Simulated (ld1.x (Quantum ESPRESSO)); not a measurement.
Values are calculated unless marked as measured or tabulated.
Pseudopotentials across the periodic table

Generated with ld1.x 7.5 (TM, RRKJ, ultrasoft, PAW), atompaw 4.2 or ONCVPSP 4.0.1. The cutoff is in Ry: for ld1.x and atompaw files where the sum of valence levels is converged to 10 mRy in a Bessel basis, for ONCV files where the hardest occupied wave has 1 mHa per electron of residual kinetic energy. The error is the largest all-electron minus pseudo excitation energy over each file’s own four to seven test configurations (ionisations up to +4, promotions, holes and added fractions of an electron), all of which were solved. The labels leave out finer settings (local radius, basis sizes, second energies), which also bear on the numbers. Spin-polarised tests are not counted. The rows are a selection from randomly drawn settings: files with unsolved tests, undetermined cutoffs or missed reference levels are left out.

```tsv
element	potential	cutoff (Ry)	largest error (meV)	bound ghosts
B	RRKJ, PBEsol, scalar-relativistic, rc 1.00/1.80/1.90 (spd), local s, core correction no, reference 2s2 2p1	55	+95	none
S	ultrasoft, PBE, non-relativistic, rc 1.40/1.25 (sp), local smoothed, core correction no, reference 3s1.75 3p4.25	21	+8.5	none
Ge	PAW, PBE, scalar-relativistic, rc 1.60/2.10/1.25 (spd), local smoothed, core correction yes, reference 3d10 4s2 4p2	90	-29	none
Ta	TM, PBE, scalar-relativistic, rc 1.10/1.80/2.50 (spd), local s, core correction yes, reference 5s2 5p6 5d2 6s0 6p0	100	+113	none
```

Question: Fill in the row for Ru: TM, LDA (PZ), fully relativistic, rc 2.75/3.55/2.10 (spd), local smoothed, core correction yes, reference 4d6 5s2 5p0.

Answer: cutoff 45 Ry, largest error -282 meV, bound ghosts: none.

Question: Fill in the row for K: TM, PBEsol, scalar-relativistic, rc 1.15/2.10/2.35 (spd), local smoothed, core correction no, reference 3s2 3p6 3d0 4s0 4p0.

Answer: cutoff 80 Ry, largest error -45 meV, bound ghosts: none.
